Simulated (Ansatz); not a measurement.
```yaml
crystal:
  periodic: [false, false, false]
  atoms:
    - {symbol: C, position_ang: [-0.518679, -0.954695, -1.217843]}
    - {symbol: C, position_ang: [0.613282, 0.053751, -1.511489]}
    - {symbol: C, position_ang: [0.945671, 0.838184, -0.243929]}
    - {symbol: C, position_ang: [-0.299322, 1.588553, 0.224565]}
    - {symbol: C, position_ang: [-1.435218, 0.583152, 0.513433]}
    - {symbol: C, position_ang: [-0.945668, -0.838198, 0.243879]}
    - {symbol: C, position_ang: [0.251909, -1.137005, 1.143365]}
    - {symbol: C, position_ang: [1.388033, -0.133769, 0.847940]}
    - {symbol: H, position_ang: [-1.380005, -0.770353, -1.866584]}
    - {symbol: H, position_ang: [-0.189175, -1.977653, -1.422201]}
    - {symbol: H, position_ang: [1.559455, -0.412442, -1.868067]}
    - {symbol: H, position_ang: [1.509455, -0.462442, -1.868067]}
    - {symbol: H, position_ang: [1.749687, 1.550820, -0.451303]}
    - {symbol: H, position_ang: [-0.603538, 2.307399, -0.541879]}
    - {symbol: H, position_ang: [-0.060253, 2.170859, 1.119296]}
    - {symbol: H, position_ang: [-2.307890, 0.794138, -0.111627]}
    - {symbol: H, position_ang: [-1.769841, 0.664224, 1.551790]}
    - {symbol: H, position_ang: [-1.749684, -1.550835, 0.451248]}
    - {symbol: H, position_ang: [-0.054517, -1.077853, 2.191880]}
    - {symbol: H, position_ang: [0.588508, -2.164259, 0.975515]}
    - {symbol: H, position_ang: [2.293494, -0.657063, 0.526890]}
    - {symbol: H, position_ang: [1.655424, 0.425455, 1.749328]}
basis:
  gaussian: {orbitals: def2-SVP}
magnetization: {spin_polarized: true, initial_magnetization: 2}
hamiltonian: {xc: {name: B3LYP5}}
accuracy: high
output: {forces: true}
```

```sh
$ ansatz run in.yaml --threads 2 --pin off --events-out ev --progress --plain --max-ram 22528MiB --backend cpu
```

It prints (some lines left out):

```
Functional definition: B3LYP5
4642 factors; integrals over basis functions are off by at most 3.4e-9 eV
mean field evaluation 1: about -8326.8652 eV, gradient 4.9e1 eV
mean field evaluation 2: about -8313.7697 eV, gradient 7.2e1 eV
mean field evaluation 4: about -8340.0202 eV, gradient 3.5e0 eV
mean field evaluation 8: about -8340.6422 eV, gradient 1.7e-1 eV
mean field evaluation 16: about -8340.6424 eV, gradient 2.8e-4 eV
mean field -8340.64237832 eV, -306.5129539129 hartree, gradient 4.5e-8 eV, S^2 2.005623; 0 other end points of the search recorded, 0 dependent functions left out
reference -8340.64243125 eV, -306.5129558581 hartree; 32, 30 occupied and 150, 152 virtual orbitals, 4642 factors
Total energy: -8340.64243125 eV, -306.5129558581 hartree
Atom 0 at    -0.518679    -0.954695    -1.217843 Å, force     1.366773     1.726100    -1.003868 eV/Å
Atom 1 at     0.613282     0.053751    -1.511489 Å, force   -13.374391     5.586143     6.838579 eV/Å
Atom 2 at     0.945671     0.838184    -0.243929 Å, force     0.090143     0.214850    -1.701872 eV/Å
Atom 3 at    -0.299322     1.588553     0.224565 Å, force    -0.146416     0.061938    -0.200078 eV/Å
Atom 4 at    -1.435218     0.583152     0.513433 Å, force    -0.049203     0.075599    -0.021883 eV/Å
Atom 5 at    -0.945668    -0.838198     0.243879 Å, force     0.112854     0.124611     0.121434 eV/Å
Atom 6 at     0.251909    -1.137005     1.143365 Å, force     0.076838     0.025010     0.012773 eV/Å
Atom 7 at     1.388033    -0.133769     0.847940 Å, force     0.010948    -0.661429    -0.089444 eV/Å
Atom 8 at    -1.380005    -0.770353    -1.866584 Å, force    -0.306192    -0.069009    -0.289752 eV/Å
Atom 9 at    -0.189175    -1.977653    -1.422201 Å, force     0.491810    -0.957040    -0.259646 eV/Å
Atom 10 at     1.559455    -0.412442    -1.868067 Å, force  2027.040660  2018.485531    -1.479516 eV/Å
Atom 11 at     1.509455    -0.462442    -1.868067 Å, force -2015.650320 -2024.905936    -2.544451 eV/Å
Atom 12 at     1.749687     1.550820    -0.451303 Å, force     0.453957     0.290024    -0.015894 eV/Å
Atom 13 at    -0.603538     2.307399    -0.541879 Å, force    -0.055100     0.168345    -0.155863 eV/Å
Atom 14 at    -0.060253     2.170859     1.119296 Å, force     0.123543     0.229109     0.380567 eV/Å
Atom 15 at    -2.307890     0.794138    -0.111627 Å, force    -0.240982     0.062060    -0.154632 eV/Å
Atom 16 at    -1.769841     0.664224     1.551790 Å, force    -0.118790     0.026234     0.298440 eV/Å
Atom 17 at    -1.749684    -1.550835     0.451248 Å, force    -0.248984    -0.265039    -0.002185 eV/Å
Atom 18 at    -0.054517    -1.077853     2.191880 Å, force    -0.087998    -0.000087     0.273369 eV/Å
Atom 19 at     0.588508    -2.164259     0.975515 Å, force     0.101321    -0.320004    -0.060148 eV/Å
Atom 20 at     2.293494    -0.657063     0.526890 Å, force     0.306654    -0.158056    -0.072774 eV/Å
Atom 21 at     1.655424     0.425455     1.749328 Å, force     0.102875     0.261044     0.126847 eV/Å
Dipole moment:    -0.157954     0.073706     0.172789 e Å
```

(1) Something in this input is off. What?

## Answers

(1) One atom was put on top of another. The run converged. The result belongs to that input, not to the molecule as meant.

B3LYP here is the variant with VWN-RPA as its local correlation; programs differ in this.
